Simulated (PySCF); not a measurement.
Compound: C7H5ClO3S.
SMILES with atom numbers: `[O:1]=[CH:2][c:3]1[cH:4][cH:5][cH:6][cH:7][c:8]1[S:9](=[O:10])(=[O:11])[Cl:12]`

Cartesian coordinates in Å at the GFN2-xTB level; atoms count from 1:
```xyz
17
C7H5ClO3S angstrom
O      0.2228    3.0389   -1.0071
C      0.6959    1.9536   -0.7973
C     -0.1115    0.7953   -0.3481
C     -1.5017    0.9201   -0.2951
C     -2.2914   -0.1342    0.1272
C     -1.7098   -1.3342    0.5090
C     -0.3294   -1.4739    0.4663
C      0.4439   -0.4197    0.0334
S      2.2053   -0.6907    0.0648
O      2.8540   -0.1780   -1.0974
O      2.4802   -2.0295    0.4702
Cl     2.7292    0.5168    1.6248
H      1.7663    1.7458   -0.9369
H     -1.9354    1.8635   -0.5918
H     -3.3639   -0.0190    0.1616
H     -2.3235   -2.1557    0.8442
H      0.1621   -2.3869    0.7620
```

NICS = −σ at a ghost point: NICS(0) at the centroid of the ring atoms, NICS(1) 1 Å to either side along the normal of their mean plane, zz for the tensor component along that normal. Level: GIAO PBE0/pcSseg-1 (PySCF, non-relativistic, gas phase) on the GFN2-xTB geometry, one conformer.

Ring bond lengths (Å), with Mayer bond orders in brackets: C3–C4 1.397 (1.43), C4–C5 1.383 (1.43), C5–C6 1.387 (1.42), C6–C7 1.388 (1.41), C7–C8 1.377 (1.44), C8–C3 1.389 (1.23).

Question: Give the NICS values of each ring in ppm.

Answer: 
| ring | type | NICS(0) | NICS(1), two faces | NICS(1)zz, two faces | rms pucker (Å) | centre to ring atoms, mean (Å) |
| --- | --- | --- | --- | --- | --- | --- |
| C3–C4–C5–C6–C7–C8 | 6-membered carbocycle; formal bonds all aromatic | -9.5 | -11.6 / -11.5 | -27.1 / -27.2 | 0.00 | 1.39 |

Question: What can be read from them?

Answer: 
- C3–C4–C5–C6–C7–C8: mean NICS(1)zz -27.1 ppm, shielded. For a flat ring without four-coordinate atoms the NICS criterion counts such a value as aromatic.

Question: And the bond-length index? HOMA = 1 − mean of α(R − Ropt)² over the ring bonds, with Krygowski's 1993 parameters (CC: Ropt 1.388 Å, α 257.7 Å⁻²).

Answer: 
- C3–C4–C5–C6–C7–C8: HOMA 0.99 = 1 − EN − GEO, with mean bond length 1.387 Å, EN = α(Ropt − mean)² = 0.000 and GEO = α × variance = 0.009. The geometric and the magnetic index point the same way.

Question: At the first NICS(1) probe listed for ring C3–C4–C5–C6–C7–C8, 1 Å off the ring, how large is the induced field along the normal in 1 T applied along it?

Answer: NICSzz × B0 = -27.1 ppm × 1 T = -27 μT, against the applied field.

Question: What are the shieldings of the ring atoms and their hydrogens in the same run (means over atoms taken as equivalent)?

Answer: 
```
atoms                  environment  σ isotropic (ppm)  principal values of the symmetric part, first atom (ppm)
   C3  substituted aromatic carbon               52.0                                        -27.1, 18.7, 164.3
   C4           aromatic CH carbon               50.5                                        -53.0, 17.4, 187.2
   C5           aromatic CH carbon               45.6                                        -65.7, 23.6, 178.9
   C6           aromatic CH carbon               47.4                                        -60.4, 25.5, 176.9
   C7           aromatic CH carbon               54.4                                        -39.9, 24.8, 178.3
   C8  substituted aromatic carbon               33.0                                         -24.7, 5.4, 118.3
  H14            aromatic hydrogen              23.03                                          18.6, 23.9, 26.6
  H15            aromatic hydrogen              23.59                                          20.2, 24.0, 26.6
  H16            aromatic hydrogen              23.69                                          20.2, 24.0, 26.9
  H17            aromatic hydrogen              23.38                                          18.7, 22.5, 28.9
```

The run took about 2.6 min of CPU time (one thread, shared machine). This is the whole shielding run at PBE0/pcSseg-1, SCF included.
